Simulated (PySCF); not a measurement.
stibine cation (H₃Sb), SMILES [SbH3] (connectivity only; charge and spin as stated), charge +1, multiplicity 2.

Geometry optimised at B3LYP-D3(BJ)/def2-TZVPD. The multiplicity is an assumed one; other spin states were not compared. The def2 effective core potentials stand for the cores of Sb; spin–orbit coupling is left out.

These are PySCF with PBE/def2-TZVPD values and carry that method's errors.

Isolated molecule, no solvent.

Computed frontier levels, dipole moment and polarisability:
- α spin, highest occupied and lowest empty level = -13.22 and -7.58 eV
- β spin, highest occupied and lowest empty level = -15.81 and -11.90 eV
- dipole moment about the centre of nuclear charge = 0.074 e·Å
- mean static polarisability = 32.8 bohr³ (4.86 Å³)
- polarisability, principal values = 27.8, 35.2, 35.2 bohr³
- ⟨S²⟩ = 0.751 (pure state 0.75)
